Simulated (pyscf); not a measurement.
Thermochemistry of product channels of F–Si(F)(F)–Si(F)(F)–F (SMILES F[Si](F)(F)[Si](F)(F)F) + F–CH•–F (SMILES F[CH]F) on the doublet surface, in kcal/mol, from ωB97M-D3(BJ)/def2-TZVP energies (ideal gas, 1 atm, RRHO with modes under 100 cm⁻¹ raised to 100, one conformer, R ln 2 for chiral ones without a mode under 150 cm⁻¹). Optimised with ωB97X-D3(BJ)/def2-SVP in PySCF.

| products | ΔE | ΔH(298 K) | ΔG(298 K) | ΔG(600 K) |
|---|---|---|---|---|
| F–CH(F)–Si(F)(F)–F (SMILES FC(F)[Si](F)(F)F) + F–Si•(F)–F (SMILES F[Si](F)F) | -1.2 | -0.7 | -1.0 | -1.2 |
| F–C•(F)–Si(F)(F)–F (SMILES F[C](F)[Si](F)(F)F) + F–SiH(F)–F (SMILES F[SiH](F)F) | -8.9 | -10.2 | -10.8 | -11.3 |

These are energies of the channels, which say nothing of barriers.
